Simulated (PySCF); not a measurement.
A calculated (PBE, PySCF 2.14, cc-pVDZ-DK, the spin-free X2C one-electron Hamiltonian (Gaussian nucleus)) atom or ion has these occupied shells.

| shell | electrons | orbital energy (eV) | rms radius, mean of both spins (bohr) |
| --- | --- | --- | --- |
| 1s α | 1 | -117.99 | 0.488 |
| 1s β | 1 | -117.55 | 0.488 |
| 2s α | 1 | -14.499 | 2.49 |

Name the element and its charge.

Be⁺ (beryllium, charge +1), in [He] 2s1, 2S determinant.
